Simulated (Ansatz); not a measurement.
```yaml
crystal:
  periodic: [true, true, true]
  atoms:
    - {symbol: O, position_ang: [-2.891616, 1.173581, 0.548628]}
    - {symbol: B, position_ang: [-1.679762, 0.650158, 0.373618]}
    - {symbol: O, position_ang: [-0.861182, 0.831158, -0.649674]}
    - {symbol: O, position_ang: [-1.266824, -0.085209, 1.369970]}
    - {symbol: O, position_ang: [1.215881, -0.953701, -1.225863]}
    - {symbol: Si, position_ang: [2.269777, -0.950140, -0.034635]}
    - {symbol: H, position_ang: [-3.241852, 1.655807, -0.236820]}
    - {symbol: H, position_ang: [-1.179091, 1.413489, -1.464686]}
    - {symbol: H, position_ang: [-0.338501, -0.437341, 1.320354]}
    - {symbol: H, position_ang: [0.472763, -0.278414, -1.233837]}
    - {symbol: H, position_ang: [1.548855, -0.921482, 1.432972]}
    - {symbol: H, position_ang: [3.208029, 0.252488, 0.055815]}
    - {symbol: H, position_ang: [3.101891, -2.191845, -0.053597]}
basis:
  gaussian: {orbitals: def2-SVP, final_grid: {core_spheres: 8, valence_spheres: 7, degree: 23}}
hamiltonian: {xc: {name: B3LYP}}
output: {forces: true}
```

```sh
$ ansatz run in.yaml --threads 4 --pin off --events-out ev --progress --plain --max-ram 11315MiB
```

Problem. How does Ansatz answer? (An estimate is asked.)

Solution. Ansatz gave: The input was rejected before any iteration.
```
Error: YAML parse error: error: line 2 column 3: crystal: missing field `lattice` (a structure is typed as `lattice` and `atoms`, a molecule's as `atoms` in Å alone, or read from a run's directory, `checkpoint`)
 --> <input>:2:3
1 | crystal:
2 |   periodic: [true, true, true]
3 |   atoms:
4 |     - {symbol: O, position_ang: [-2.891616, 1.173581, 0.548628]}
```

B3LYP here is the variant with VWN-RPA as its local correlation; programs differ in this.
